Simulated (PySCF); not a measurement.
BiF2, charge +1, singlet, geometry from GFN2-xTB (such geometries of metal compounds can be far from the true shape) (core potentials on Bi). Base run: PySCF with WB97X/def2-SVP, TDA.

Input for PySCF:
```python
from pyscf import gto, scf, dft, tdscf

mol = gto.M(
    atom='''
Bi    0.18932082    0.11796992    0.11312715
F    -1.01058141    0.49679549   -1.37668302
F    -0.73537727   -1.58474032    0.33339926
''',
    basis='def2-svp',
    ecp={'Bi': 'def2-svp'},
    charge=1,
    verbose=4,
)

mf = dft.RKS(mol)
mf.xc = 'wb97x'
mf.kernel()
td = mf.TDA()
td.nstates = 5
td.kernel()
td.analyze(verbose=3)
```

The base run was repeated with changes; each row names its change, and settings that it needs were set with it.

```
change                           first excitation (eV)  oscillator strength of the first  second (eV)  core-seconds (rough)
-------------------------------  ---------------------  --------------------------------  -----------  --------------------
base                                              4.95                             0.027         4.97                    20
nstates = 2                                       4.95                             0.027         4.97                    10
conv_tol = 1e-3                                   4.95                             0.027         4.97                    10
nstates = 15                                      4.95                             0.027         4.97                    20
guess vectors = 13 for 5 states                   4.95                             0.027         4.97                    20
functional = pbe                                  3.84                             0.000         4.17                     9
functional = hf                                   6.22                             0.096         7.55                     2
functional = pbe0                                 4.62                             0.000         4.76                    10
functional = camb3lyp                             4.77                             0.000         4.82                    20
functional = b3lyp                                4.36                             0.000         4.56                    10
```

An iterative solver can miss low states, so a row lists the states that it found.
